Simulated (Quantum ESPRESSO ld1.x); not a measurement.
Species: Ti III. Configuration: [Ar] 3d1 4p1 (not the ground configuration). All-electron calculation, scalar-relativistic Kohn-Sham, LDA (Slater exchange, Perdew-Zunger correlation), spin-polarised, spherical densities, point nucleus; open shells are filled with parallel spins first. Program: ld1.x of Quantum ESPRESSO 7.5. Some entries of the table are withheld. Estimate them.

| orbital | occ. | eigenvalue (hartree) | <r^2> (bohr^2) | r(max) (bohr) |
|---|---|---|---|---|
| 1s up | 1 | -179.337 | 0.006539 | 0.046 |
| 1s down | 1 | -179.335 | 0.006539 | 0.046 |
| 2s up | 1 | -20.5893 | 0.1257 | 0.271 |
| 2s down | 1 | -20.5740 | 0.1255 | 0.269 |
| 2p up | 3 | -17.2231 | 0.1041 | 0.220 |
| 2p down | 3 | -17.2104 | 0.1040 | 0.220 |
| 3s up | 1 | -3.16171 | 1.143 | 0.863 |
| 3s down | 1 | -3.12173 | 1.143 | 0.863 |
| 3p up | 3 | -2.28775 | 1.323 | (1) |
| 3p down | 3 | -2.24783 | 1.322 | (2) |
| 3d up | 1 | -0.97575 | 2.121 | 0.928 |
| 3d down | 0 | -0.93338 | 2.089 | 0.928 |
| 4p up | 1 | -0.56543 | 11.45 | 2.87 |
| 4p down | 0 | -0.51070 | 12.04 | 2.87 |

Answer. 
(1) 3p up r(max) (bohr): 0.891
(2) 3p down r(max) (bohr): 0.891
